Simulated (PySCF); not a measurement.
A GIAO shielding run with PySCF 2.14.0 with density-fitted response routines (density fitting, non-relativistic, gas phase) on `C(#C)[SiH2][SiH2][C@@H](C)[SiH3]`, C$_{4}$H$_{12}$Si$_{3}$:

```
$ OMP_NUM_THREADS=1 python probes_run.py task.json out

{"job": {"kind": "nmr", "xc": "PBE0", "basis": "pcSseg-1"}, "charge": 0, "multiplicity": 1}
C      3.375493     0.813080     0.944073
C      2.472513     1.192242     0.245793
Si     1.062235     1.729640    -0.828752
Si    -0.168097    -0.093575    -1.542398
C     -1.047528    -1.002623    -0.108467
C     -0.024735    -1.553716     0.885274
Si    -2.361819     0.047161     0.783266
H      4.170396     0.490393     1.554111
H      0.311523     2.703742    -0.020301
H      1.686084     2.476069    -1.932514
H      0.677909    -1.087829    -2.229310
H     -1.200642     0.290402    -2.520006
H     -1.570479    -1.856896    -0.554114
H      0.519012    -0.746270     1.374164
H      0.705357    -2.189322     0.384123
H     -0.509529    -2.148663     1.659140
H     -3.347615     0.530974    -0.185827
H     -1.716902     1.184326     1.445542
H     -3.042981    -0.769883     1.792380
```

Hardware: 1 thread of an Arm Neoverse N1, shared host. The job also computes population analyses, field gradients.

Task: How large is the calculation?

Result: 78 electrons, 200 basis functions and 1107 auxiliary functions.

Task: How long does it take, and how much memory does it need?

Result: 63 s of wall time, with 14 SCF cycles and 5 response iterations; peak memory 0.89 GiB. Times on a shared host scatter by some tens of per cent.
